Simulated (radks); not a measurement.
Task: Ce0.5+, 57.5 electrons, occupied as [Xe] 4f1.5 5d1 6s1 (fractional occupations, a model configuration). Method: scalar-relativistic Kohn-Sham, PBE, spin-unpolarised, spherical densities, finite nucleus; Fermi nuclear charge, rms radius 4.8771 fm; computed with a radial shooting solver on a logarithmic mesh with Libxc functionals. Some entries of the table are withheld. Estimate them.

orbital  occ.  eigenvalue (eV)  <1/r> (bohr^-1)  <r> (bohr)
1s          2        -40265.22            63.34     0.02457
2s          2        -6445.784            14.60      0.1052
2p          6        -5773.052            13.83     0.09236
3s          2        -1386.220            5.300      0.2786
3p          6              (1)              (2)      0.2767
3d         10        -868.1991            4.761      0.2536
4s          2        -279.1010            2.208      0.6380
4p          6        -209.3375            2.036      0.6758
4d         10        -108.9478            1.772      0.7469
5s          2         -40.8600           0.8610       1.535
5p          6         -23.9009              (3)       1.791
6s          1          -5.4766           0.2902       4.326
4f        1.5          -4.6619            1.157       1.193
5d          1          -4.5763           0.4309         (4)

Result: 
(1) 3p eigenvalue (eV): -1172.224
(2) 3p <1/r> (bohr^-1): 5.019
(3) 5p <1/r> (bohr^-1): 0.7291
(4) 5d <r> (bohr): 3.055
